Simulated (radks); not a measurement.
The fluorine anion F-, [Ne], held by a Watson sphere: a shell of charge +1 at radius R that stands for the Madelung well of a crystal (potential energy -1/R inside, -1/r outside, in hartree with lengths in bohr). All-electron calculation, scalar-relativistic Kohn-Sham, LDA (Slater exchange, Perdew-Wang correlation), spin-polarised, spherical densities, point nucleus. Program: a radial shooting solver on a logarithmic mesh with Libxc functionals. Response by self-consistent Sternheimer equations with the Hartree and adiabatic LDA kernel, the relativistic mass of each level held fixed and spin-orbit coupling left out. The sphere does not respond.

R (bohr)  e(1s) (eV)  e(2s) (eV)  e(2p) (eV)  <r> 2p (bohr)  sum of <r^2> (bohr^2)  X-ray form factor at sin(theta)/lambda = 0.2 1/angstrom  alpha (bohr^3)
1.73         -654.67     -28.233     -10.097          1.196                  14.36                                                    7.030           6.690
1.76         -654.64     -28.121     -10.002          1.199                  14.44                                                    7.023           6.808
2.15         -654.05     -26.810      -8.839          1.231                  15.30                                                    6.945           8.447
2.21         -653.94     -26.630      -8.673          1.235                  15.41                                                    6.936           8.712
2.39         -653.62     -26.122      -8.197          1.247                  15.74                                                    6.913           9.522
2.96         -652.62     -24.776      -6.899          1.275                  16.60                                                    6.867           12.17
3.63         -651.58     -23.580      -5.713          1.295                  17.32                                                    6.843           15.29
3.86         -651.27     -23.240      -5.374          1.300                  17.52                                                    6.839           16.32
3.93         -651.18     -23.143      -5.276          1.302                  17.57                                                    6.838           16.64
